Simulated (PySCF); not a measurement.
A ladder of Hamiltonians for Ce(40+) (cerium, charge +40)

Occupied: 1s1/2, 2s1/2, 2p1/2, 2p3/2, 3s1/2, 3p1/2, 3p3/2. Hartree-Fock calculated with PySCF 2.14 in an uncontracted even-tempered set (20 s from 3.7 bohr⁻², ratio 2.3; 16 p from 4.5 bohr⁻², ratio 2.3), Gaussian nucleus throughout. NR is non-relativistic, sf-X2C the spin-free one-electron X2C Hamiltonian, X2C adds the bare one-electron spin-orbit term, X2C-SNSO screens it by Boettger's factors, DC is four-component Dirac-Coulomb, and the Gaunt and Breit terms are added at first order (total energies over the DC spinors, levels after relaxing the spinors in that mean field). QED terms are absent. Levels marked empty are virtual spinors of this ion; the basis has s and p functions only, so 3d, which can lie below the n = 4 levels, is absent.

```
Hamiltonian  E (hartree)  E − E(DC) (hartree)  CPU seconds
         NR   -7236.2139             289.1586         0.75
     sf-X2C   -7519.0908               6.2817         0.57
        X2C   -7523.1825               2.1900         0.57
   X2C-SNSO   -7522.8931               2.4794         0.57
         DC   -7525.3725               0.0000           31
   DC+Gaunt   -7517.9182               7.4543           52
   DC+Breit   -7518.6447               6.7278          150
```

```tsv
level (eV)	NR	sf-X2C	X2C	X2C-SNSO	DC	DC+Gaunt	DC+Breit
1s1/2	-41016.5	-42958.8	-42953.3	-42953.7	-42994.0	-42881.4	-42889.7
2s1/2	-8339.0	-8858.8	-8857.2	-8857.3	-8862.3	-8850.7	-8851.5
2p1/2	-8016.3	-8174.7	-8505.6	-8493.0	-8495.0	-8475.9	-8477.8
2p3/2	-8016.3	-8174.7	-8029.7	-8034.5	-8038.6	-8025.1	-8027.0
3s1/2	-3200.9	-3350.1	-3349.7	-3349.7	-3350.9	-3348.2	-3348.5
3p1/2	-3065.9	-3123.9	-3204.0	-3200.9	-3201.4	-3196.9	-3197.5
3p3/2	-3065.9	-3123.9	-3088.4	-3089.6	-3090.5	-3087.3	-3087.9
4s1/2 (empty)	-1609.0	-1666.1	-1665.9	-1666.0	-1666.3	-1665.4	-1665.5
4p1/2 (empty)	-1558.0	-1582.7	-1611.2	-1610.1	-1610.3	-1608.6	-1608.9
4p3/2 (empty)	-1558.0	-1582.7	-1570.1	-1570.5	-1570.8	-1569.7	-1569.9
```

```tsv
interval (eV)	X2C	X2C-SNSO	DC	DC+Gaunt	DC+Breit
2p3/2 − 2p1/2	475.9	458.4	456.4	450.8	450.8
3p3/2 − 3p1/2	115.5	111.3	110.9	109.6	109.6
4p3/2 − 4p1/2	41.05	39.55	39.45	38.97	38.97
```

Weight of the small component: 1s1/2 0.0461, 2s1/2 0.0103, 2p1/2 0.0102, 2p3/2 0.00963, 3s1/2 0.00372, 3p1/2 0.00364, 3p3/2 0.00350, 4s1/2 0.00175, 4p1/2 0.00172, 4p3/2 0.00167.

Koopmans' value for the highest occupied level at DC+Breit: 3087.9 eV, against an ionisation energy of 3087 ± 4 eV (theoretical estimate listed by NIST; NIST Atomic Spectra Database, ionization energies); the former lacks relaxation, correlation, QED and recoil.

The whole ladder took 240 s of wall time on 1 thread of Neoverse-N1 (shared host), launched as `OMP_NUM_THREADS=1 python relrun2.py TASK.json OUT` (a driver that calls PySCF for each Hamiltonian).
